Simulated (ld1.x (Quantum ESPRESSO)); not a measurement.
How hard is this Hf (Z = 72) TM potential?

* Element: Hf (Z = 72)
* Generator: ld1.x (Quantum ESPRESSO) 7.5
* Type: norm-conserving Troullier–Martins (Kleinman–Bylander form)
* Functional: PBE
* Relativity: scalar-relativistic
* Frozen core: [Xe] 4f14
* Valence charge: 4
* Reference configuration: 5d2 6s1.5 6p0 (charge +0.5)
* Partial waves: 6s (bound): rc 2.45 bohr; 6p (bound, empty): rc 3.90 bohr; 5d (bound): rc 2.95 bohr
* Local potential: all-electron potential smoothed inside 3.65 bohr (lloc = -1)
* Core correction: a·sin(br)/r model core inside 1.60 bohr

The pseudo-atom Hamiltonian at the reference potential is diagonalised in spherical Bessel functions j_l(qr) that vanish at 20 bohr, with q² up to the cutoff. All-electron valence levels (Ry): 6s -0.5842, 6p -0.2772, 5d -0.4269.

**Question.** How do the lowest levels (Ry) of each channel move with the cutoff, and are there ghosts?

**Answer.**

```json
{"cutoff (Ry)": "8", "s #1": "-0.5798", "p #1": "-0.2771", "d #1": "-0.2687", "f #1": "0.0241", "f #2": "0.1232", "Σ f·Δε (mRy)": "322.9"}
{"cutoff (Ry)": "10", "s #1": "-0.5817", "p #1": "-0.2772", "d #1": "-0.3301", "f #1": "0.0241", "f #2": "0.1232", "Σ f·Δε (mRy)": "197.3"}
{"cutoff (Ry)": "12", "s #1": "-0.5831", "p #1": "-0.2772", "d #1": "-0.3786", "f #1": "0.0241", "f #2": "0.1232", "Σ f·Δε (mRy)": "98.2"}
{"cutoff (Ry)": "15", "s #1": "-0.5836", "p #1": "-0.2772", "d #1": "-0.4075", "f #1": "0.0241", "f #2": "0.1232", "Σ f·Δε (mRy)": "39.6"}
{"cutoff (Ry)": "21", "s #1": "-0.5838", "p #1": "-0.2772", "d #1": "-0.4263", "f #1": "0.0241", "f #2": "0.1232", "Σ f·Δε (mRy)": "1.7"}
{"cutoff (Ry)": "25", "s #1": "-0.5840", "p #1": "-0.2772", "d #1": "-0.4268", "f #1": "0.0241", "f #2": "0.1232", "Σ f·Δε (mRy)": "0.5"}
{"cutoff (Ry)": "30", "s #1": "-0.5841", "p #1": "-0.2772", "d #1": "-0.4268", "f #1": "0.0241", "f #2": "0.1232", "Σ f·Δε (mRy)": "0.2"}
{"cutoff (Ry)": "35", "s #1": "-0.5841", "p #1": "-0.2772", "d #1": "-0.4269", "f #1": "0.0241", "f #2": "0.1232", "Σ f·Δε (mRy)": "0.2"}
{"cutoff (Ry)": "400", "s #1": "-0.5842", "p #1": "-0.2772", "d #1": "-0.4269", "f #1": "0.0241", "f #2": "0.1232", "Σ f·Δε (mRy)": "0.0"}
```

Result: no extra level below or beside the all-electron valence levels (s, p, d, f tested); 10 mRy is reached at 18 Ry and 1 mRy at 25 Ry.
